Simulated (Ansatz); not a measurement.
Job for Ansatz (a quantum-chemistry and plane-wave program): R-B97M-V/def2-TZVPP on C2H4 (SMILES C=C).

Ansatz 0.2 input:
```yaml
crystal:
  periodic: [false, false, false]
  atoms:
    - {symbol: C, position_ang: [-0.00000000, 0.00000000, 0.66230427]}
    - {symbol: C, position_ang: [-0.00000000, 0.00000000, -0.66230427]}
    - {symbol: H, position_ang: [-0.00000000, 0.92144838, 1.23203051]}
    - {symbol: H, position_ang: [0.00000000, -0.92144838, 1.23203051]}
    - {symbol: H, position_ang: [0.00000000, 0.92144838, -1.23203051]}
    - {symbol: H, position_ang: [-0.00000000, -0.92144838, -1.23203051]}
basis:
  gaussian:
    orbitals: def2-TZVPP
hamiltonian:
  xc: {name: B97M-V}
scf: {lower_state_search: off}
```

The log:

```
WARN ansatz: RAYON_NUM_THREADS=4 ignored (pool sized by the plan → 4); use --threads N
Functional definition: B97M-V
these checks for a lower state are left out or cut short: stability, starts, cluster_reference, orbital_swaps, neighbouring_geometries, increment
integrals: 0.03 GiB planned
596 factors; their error is unknown
mean field: 0.35 GiB planned
mean field evaluation 1: about -2133.4755 eV, gradient 4.8e1 eV
mean field evaluation 2: about -2129.7076 eV, gradient 6.0e1 eV
mean field evaluation 4: about -2139.2913 eV, gradient 4.6e-1 eV
mean field evaluation 8: about -2139.2817 eV, gradient 2.6e-3 eV
mean field evaluation 16: about -2139.2817 eV, gradient 2.2e-6 eV
mean field -2139.28169349 eV, -78.6171521787 hartree, gradient 2.3e-6 eV, S^2 0.000000; 0 other end points of the search recorded, 0 dependent functions left out
reference -2139.28173831 eV, -78.6171538257 hartree; 8, 8 occupied and 110, 110 virtual orbitals, 596 factors
Total energy: -2139.28173831 eV, -78.6171538257 hartree
Checks for a lower state left out: stability, starts, cluster_reference, orbital_swaps, neighbouring_geometries, increment
```

The calculation finished and met its thresholds.

Cost: roughly 1.8 core-seconds.
